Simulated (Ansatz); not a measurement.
The first iterations of a band of C2H7BOS (12 atoms, charge 0, multiplicity 1).

Method: Ansatz, RKS PBE-D4/def2-mTZVP.

```
movable images  : 7
climbing image  : yes
spring          : 5.0 eV/Å²
optimiser       : quadratic models (default)
start path      : IDPP
force threshold : 0.05 eV/Å
iteration limit : 6
end points      : relaxed
```

Image 0:

```xyz
12
Properties=species:S:1:pos:R:3
C -0.809 0.611 0.987
C 0.278 -0.300 0.428
S 1.851 0.714 0.276
B 0.139 -0.769 -1.074
O -0.758 -0.234 -1.956
H -0.566 0.968 1.998
H -0.964 1.506 0.362
H -1.765 0.068 1.047
H 0.483 -1.120 1.130
H 2.666 -0.316 -0.092
H 0.857 -1.629 -1.516
H -1.335 0.446 -1.556
```

Image 8:

```xyz
12
Properties=species:S:1:pos:R:3
C -1.058 0.299 1.033
C 0.228 -0.225 0.375
S 1.464 1.176 0.349
B -0.076 -0.772 -1.085
O 0.350 -0.121 -2.193
H -0.874 0.642 2.061
H -1.488 1.138 0.466
H -1.814 -0.499 1.067
H 0.645 -1.015 1.020
H 2.567 0.410 0.104
H -0.735 -1.769 -1.245
H 0.868 0.680 -1.918
```

| iteration | highest image above the first end (eV) | largest band force component (eV/Å) |
| --- | --- | --- |
| 1 | 0.087 | 0.668 |
| 2 | 0.058 | 0.218 |

**Question.** Does the band converge within its limit, and where does its top end?

**Answer.** It converged. It ended after 5 iterations with the highest image 0.050 eV above the first end. Another band between the same ends (7 images) ends at a top of the same energy, where a vibrational analysis finds 1 clearly imaginary mode.

Time of the run: 61 s on 2 threads of INTEL(R) XEON(R) PLATINUM 8581C CPU @ 2.10GHz (Emerald Rapids) (shared host), peak memory 0.19 GiB.
